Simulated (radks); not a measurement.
Results of a calculation; reference values are marked as such.
Task: Sm1.25+, 60.75 electrons, occupied as [Kr] 4d10 4f(up 3, down 3) 5s2 6s(up 0.5, down 0.5) 5p(up 3, down 2.75) (fractional occupations, a model configuration). Level of theory: scalar-relativistic Kohn-Sham, PBE, spin-polarised, spherical densities, point nucleus (a radial shooting solver on a logarithmic mesh with Libxc functionals). Some entries of the table are withheld. Estimate them.

| orbital | occ. | eigenvalue (hartree) | <r^2> (bohr^2) |
|---|---|---|---|
| 1s up | 1 | -1715.805 | 0.0007047 |
| 1s down | 1 | -1715.804 | 0.0007047 |
| 2s up | 1 | -280.6554 | 0.01111 |
| 2s down | 1 | -280.6551 | 0.01111 |
| 2p up | 3 | -250.3754 | 0.008917 |
| 2p down | 3 | -250.3749 | 0.008917 |
| 3s up | 1 | -61.74598 | 0.07424 |
| 3s down | 1 | -61.74561 | 0.07424 |
| 3p up | 3 | -52.28170 | 0.07434 |
| 3p down | 3 | -52.28126 | 0.07434 |
| 3d up | 5 | -39.47590 | 0.06274 |
| 3d down | 5 | -39.47545 | 0.06274 |
| 4s up | 1 | -12.53391 | 0.3786 |
| 4s down | 1 | -12.53314 | 0.3786 |
| 4p up | 3 | -9.42491 | 0.4278 |
| 4p down | 3 | -9.42411 | 0.4278 |
| 4d up | 5 | -5.06481 | 0.5225 |
| 4d down | 5 | -5.06371 | 0.5223 |
| 5s up | 1 | -1.92548 | (1) |
| 5s down | 1 | -1.91822 | (2) |
| 5p up | 3 | -1.18416 | 3.073 |
| 5p down | 2.75 | -1.17682 | 3.078 |
| 4f up | 3 | -0.42214 | 1.343 |
| 4f down | 3 | -0.41902 | 1.339 |
| 6s up | 0.5 | -0.37300 | 15.86 |
| 6s down | 0.5 | -0.37163 | 15.94 |

Result: 
(1) 5s up <r^2> (bohr^2): 2.223
(2) 5s down <r^2> (bohr^2): 2.223
